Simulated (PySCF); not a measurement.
**Dipole moment and polarisability of `C=CCCS[SiH2]Cl`**

Compound: C4H9ClSSi.
Geometry (GFN2-xTB, Å), atoms numbered from 1 in this order:
```
atom  x, y, z in Å
C1    -1.1026    0.3312    2.5092
C2    -1.5216   -0.0210    1.3088
C3    -0.8338    0.3541    0.0336
C4    -0.4370   -0.8910   -0.7485
S5     0.3112   -0.4861   -2.3699
Si6    2.2205    0.3154   -1.8177
Cl7    2.9618   -0.6750   -0.2258
H8    -0.2162    0.9289    2.6469
H9    -1.6281    0.0461    3.4044
H10   -2.4131   -0.6235    1.1932
H11   -1.5082    0.9549   -0.5835
H12    0.0543    0.9516    0.2532
H13    0.2750   -1.4988   -0.1911
H14   -1.3106   -1.4961   -0.9880
H15    2.0907    1.7190   -1.4505
H16    3.0501    0.0993   -2.9857
```

Level: B3LYP/def2-SVPD (PySCF), static field, nuclei fixed, core orbitals frozen in the response. The polarisability tensor in these axes (au):

```
x   114.17   4.24  -6.41
y     4.24  89.78   1.55
z    -6.41   1.55 124.84
```

Q: What are the eigenvalues, a third of the trace, and Δα (Δα² = ½Σ(αi − αj)² over the three pairs)?

A: Principal values 88.87, 112.07 and 127.85 au; mean 109.60 au = 16.24 Å³ = 18.07 × 10⁻⁴⁰ C²·m²/J; Δα = 33.96 au (31 % of the mean).

Q: What is the dipole moment, and where does it point?

A: (-0.59, 0.48, 0.62) D, 0.99 D in size, pointing from the negative to the positive side. Measured along this direction, the outermost atoms are H16 at the negative end and H9 at the positive end.

Q: Find the Langevin capture rate constant for O2+ (31.990 u) meeting this molecule (151.988 u), k = 2.342 × 10⁻⁹ cm³/s × √(α in Å³ / reduced mass in u).

A: The reduced mass is 26.43 u, so k = 1.84 × 10⁻⁹ cm³/s. The formula leaves out the permanent dipole, which adds to the capture rate.

Q: Traceless (Buckingham) quadrupole moment about the centre of nuclear charge: eigenvalues?

A: -4.63, -3.66, 8.29 D·Å. The values depend on the origin, since the dipole doesn't vanish. The electronic extent ⟨r²⟩ about the same centre is 1738 bohr², a root-mean-square distance of 2.47 Å for the 80 electrons.

Q: In TDDFT the mean static polarisability is Σ f/ω² over all singlet excitations (ω in hartree). How much of it do the 8 lowest give? Their energies (eV) and oscillator strengths: 5.07, 0.0043; 5.90, 0.0203; 5.99, 0.0126; 6.22, 0.0482; 6.32, 0.0130; 6.66, 0.0036; 6.74, 0.0097; 6.93, 0.0249.

A: They add up to 2.58 au, 2.4 % of the 109.60 au; the largest single term is 0.92 au, from the state at 6.22 eV. Terms in order: 0.12, 0.43, 0.26, 0.92, 0.24, 0.06, 0.16, 0.38 au. Higher excitations give the rest. The strengths listed sum to 0.137.

Q: Directions of the eigenvectors, and the extent of the frame along each?

A: Largest value along (-0.43, -0.01, 0.90), where the nuclei span 7.78 Å; middle along (0.89, 0.20, 0.42), 4.27 Å; least along (-0.18, 0.98, -0.07), 2.92 Å. The response follows the extents in order.

Q: Refractivity n − 1 of an ideal gas of it at 500 K and 1 atm, from the electronic α?

A: N = p/kT = 1.4678 × 10¹⁹ cm⁻³, so n − 1 = 2π × N × 16.24 × 10⁻²⁴ cm³ = 1498 × 10⁻⁶ at long wavelengths.

The structure is a single GFN2-xTB conformer in the gas phase; no vibrational or solvent corrections.
